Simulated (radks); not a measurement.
Q: Spherical jellium clusters: N electrons in a uniform positive sphere of charge N and radius rs N^(1/3), rs = 2.63 bohr. Method: non-relativistic Kohn-Sham, LDA (Slater exchange, Perdew-Wang correlation), spin-polarised, spherical densities; computed with a radial shooting solver with Libxc functionals. Levels are named by radial order and angular momentum (1s, 1p, 1d, 2s, ...), and open shells are averaged over m. At N = 14 the configuration is 1s2 1p6 1d(up 5, down 0) 2s(up 1, down 0). The background grows by one charge. Does electron 15 go into 1d down or 1f up or 2s down?

A: Into 1d down. The total energies of the other choices lie higher by 0.652 eV (2s down), 1.84 eV (1f up). A rearrangement to 1s2 1p6 1d(up 5, down 2) is lower still, by 0.0670 eV.
